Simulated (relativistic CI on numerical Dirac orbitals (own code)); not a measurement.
**Ag2+: resonant inelastic scattering at the M2,3 edge**

Computed with this model: Dirac-Coulomb-Breit CI, orbitals from a KLI potential per configuration, QED by a radiative potential, valence Slater integrals scaled by 0.8, Kramers-Heisenberg scattering through one core-hole configuration in a parametric crystal field; configurations [Kr] 4d9 → [Ne] 3s2 3p5 3d10 4s2 4p6 4d10; 10 K; core-hole width 2 eV; summed over polarisations. Incident energies are the highest absorption maxima for each field (at most a few, so the weaker spin-orbit partner edge can be absent), on the computed scale of the free ion. Intensities are in per cent of the strongest line above 0.02 eV; levels within 1 cm⁻¹ are merged; final levels count from the ground level, the first row holds all elastic scattering, lines under 0.4 are left out and each table stops after 24 rows. The scale of the Slater integrals is a model choice and moves the terms in proportion.

Field parameters in Wybourne normalisation: D3d B²₀ = −7Dσ, B⁴₀ = −14Dq − 21Dτ, B⁴₃ = −14√(10/7) Dq. The field is a parameter set, without covalency.

S is read from ⟨S²⟩ = S(S + 1).

D3d, 10Dq = 15900, Dσ = -1200, Dτ = -280 cm⁻¹:

```csv
Final level (eV),Degeneracy,Irrep,S,572.4 eV,603.7 eV
0.000,2,Γ5+Γ6,0.50,102.2,9.9
0.024,2,Γ4,0.50,100.0,10.7
1.433,2,Γ4,0.50,94.1,12.8
2.053,2,Γ4,0.50,88.5,14.6
2.285,2,Γ5+Γ6,0.50,51.0,28.1
```

D3d, 10Dq = 15900, Dσ = -860, Dτ = -280 cm⁻¹:

| Final level (eV) | Degeneracy | Irrep | S | 572.3 eV | 603.6 eV |
| --- | --- | --- | --- | --- | --- |
| 0.000 | 2 | Γ5+Γ6 | 0.50 | 99.8 | 10.6 |
| 0.011 | 2 | Γ4 | 0.50 | 99.4 | 10.8 |
| 1.488 | 2 | Γ4 | 0.50 | 100.0 | 10.8 |
| 2.015 | 2 | Γ4 | 0.50 | 79.1 | 17.8 |
| 2.218 | 2 | Γ5+Γ6 | 0.50 | 51.6 | 28.7 |

For the first field the strongest loss at the lowest incident energy is the level at 0.02 eV (S = 0.50, against 0.50 in the thermal ground state).
